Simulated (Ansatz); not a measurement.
The cluster Cd₃, relaxed as a triplet with UKS PBE/def2-TZVP in Ansatz, starting from the PBE/def2-TZVP geometry of the neutral singlet. Force threshold 0.02 eV/Å.

In the def2 sets Cd takes a core potential; there is no spin–orbit coupling. The gap within one spin of the charge 0 triplet nearly closes, so an electron or hole may be smeared out by delocalisation error. The relaxation made no stability test and no search for a lower SCF solution. At PBE/def2-TZVP a singlet of charge 0 lies 2.22 eV below the triplet, each at its own geometry. The structure comes from a short search, and lower isomers may exist.

Start:

Cartesian coordinates in Å:
```
Cd -0.6473 -1.3290 -1.2307
Cd 1.0977 1.4464 -0.6355
Cd -0.4504 -0.1174 1.8662
```

| step | energy (eV) | largest force component (eV/Å) | SCF passes |
| --- | --- | --- | --- |
| 1 | -13694.5787 | 1.055 | 52 |
| 2 | -13694.8110 | 0.983 | 24 |
| 3 | -13695.0682 | 0.540 | 28 |
| 4 | -13695.1315 | 0.345 | 27 |
| 5 | -13695.1854 | 0.133 | 22 |
| 6 | -13695.2113 | 0.133 | 21 |
| 7 | -13695.2360 | 0.135 | 21 |
| 8 | -13695.2638 | 0.041 | 20 |
| 9 | -13695.2858 | 0.111 | 21 |
| 10 | -13695.3025 | 0.093 | 21 |
| 11 | -13695.3180 | 0.036 | 22 |
| 12 | -13695.3241 | 0.011 | 20 |
| 13 | -13695.3249 | 0.023 | 20 |
| 14 | -13695.3251 | 0.009 | 21 |

Force components are those of the run's own axes.

End:

```csv
atom,x (Å),y (Å),z (Å)
Cd1,-1.447,-2.303,-0.498
Cd2,1.449,2.304,0.490
Cd3,-0.002,-0.001,0.009
```

Bonds lost: Cd1–Cd2 (atoms count from 1). Metal–metal contacts that move far: Cd2–Cd3 3.33 to 2.77 Å, Cd1–Cd3 3.33 to 2.77 Å.

The force fell under the threshold at step 12, but the optimiser went on. No frequencies were taken in this run, so the end may be a saddle point.

It took 18 s on 4 threads of Arm Neoverse V1 on a shared host.
